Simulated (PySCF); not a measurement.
Species: C7H11FO.
Bonds: O1–C2 (double), C2–F3, C2–C4, C4–C5, C5–C6, C6–C7, C7–C8, C8–C9, C4–C9. Hydrogens: H10 on C4; H11, H12 on C5; H13, H14 on C6; H15, H16 on C7; H17, H18 on C8; H19, H20 on C9.

Computed by this run: PBE0-D3(BJ)/def2-SVP geometry optimisation, gas phase (PySCF 2.14.0); density fitting, grid level 1; the optimiser is geomeTRIC in internal coordinates, started from a GFN2-xTB structure with every atom displaced at random (about 0.01 Å).

Step 0: E = -12181.1421 eV
```
atom  x, y, z in Å  |  force x, y, z in eV/Å
O1      2.5903   -0.6302    0.5391   -1.404   1.931  -0.847
C2      2.0280    0.3628    0.1347    2.543  -0.911   1.270
F3      2.5283    1.5863    0.4858   -0.193  -0.627  -0.025
C4      0.8868    0.5440   -0.7685   -2.248  -0.800   0.448
C5     -0.2223    1.4094   -0.1065    1.021   0.183   1.017
C6     -0.8614    0.6855    1.0761   -0.668   0.075  -0.632
C7     -1.4627   -0.6360    0.6087    0.253   0.116   0.148
C8     -0.3897   -1.5165   -0.0288   -1.143   0.209   0.151
C9      0.2733   -0.8047   -1.1717    0.208   0.368  -0.419
H10     1.2308    1.0751   -1.6350    0.536   0.484  -0.810
H11    -0.9944    1.6445   -0.8302   -0.270   0.120  -0.552
H12     0.2279    2.3571    0.2457   -0.153  -0.080  -0.222
H13    -1.6525    1.3233    1.5205    0.276  -0.095  -0.009
H14    -0.1167    0.4804    1.8463    0.274   0.046   0.386
H15    -2.2606   -0.4348   -0.1234   -0.100   0.016  -0.065
H16    -1.9320   -1.1382    1.4594   -0.134  -0.239   0.151
H17     0.3459   -1.7707    0.7229    0.465  -0.303   0.412
H18    -0.8646   -2.4436   -0.3763    0.147  -0.182  -0.067
H19    -0.4543   -0.6468   -1.9852    0.003   0.157   0.021
H20     1.0491   -1.4315   -1.5836    0.586  -0.466  -0.358
```

Problem. Estimate the geometry and energy of step 1. (The exact step hangs on the optimiser's Hessian estimate; all steps are aligned on step 0, rigid shifts and turns removed.)

Solution. E = -12181.2524 eV, largest force 1.138 eV/Å
```
atom  x, y, z in Å  |  force x, y, z in eV/Å
O1      2.6148   -0.7116    0.2170    0.358   0.515   0.476
C2      2.0784    0.3439    0.1054   -0.286  -0.838  -0.714
F3      2.5705    1.4441    0.6595    0.067   0.245   0.217
C4      0.8519    0.5684   -0.7469   -0.186   0.115  -0.056
C5     -0.2421    1.4271   -0.0960    0.209   0.057   0.087
C6     -0.9111    0.7119    1.0681   -0.058  -0.059  -0.080
C7     -1.4755   -0.6325    0.6225    0.036   0.013   0.053
C8     -0.3837   -1.5052    0.0099   -0.150   0.144  -0.025
C9      0.3007   -0.7983   -1.1600    0.027  -0.135  -0.093
H10     1.2175    1.1310   -1.6314    0.035  -0.171   0.073
H11    -0.9996    1.6465   -0.8705    0.093   0.044   0.051
H12     0.1869    2.3863    0.2288   -0.028   0.074  -0.021
H13    -1.7070    1.3476    1.4872    0.024   0.002   0.049
H14    -0.1717    0.5479    1.8738   -0.042   0.038   0.031
H15    -2.2701   -0.4615   -0.1266   -0.021   0.007   0.022
H16    -1.9520   -1.1410    1.4750   -0.006  -0.061  -0.007
H17     0.3641   -1.7436    0.7842    0.011  -0.070  -0.057
H18    -0.8123   -2.4589   -0.3310    0.042  -0.076  -0.013
H19    -0.4225   -0.6605   -1.9785   -0.078   0.089  -0.025
H20     1.1121   -1.4262   -1.5603   -0.045   0.067   0.030
```

The energy changes by -0.1103 eV. The first-order estimate −F·Δx gives -0.4661 eV and the mean of the old and new forces, exact on a quadratic surface, -0.1503 eV. The step makes an angle of 79° with the force vector and moves no atom by more than 0.333 Å.

The cost below is that of the whole optimisation. On one thread of an Intel Xeon 6975P-C, shared host with 192 logical CPUs at a one-minute load of 98, this took 89 s of wall time and 0.82 GiB of memory at its peak.
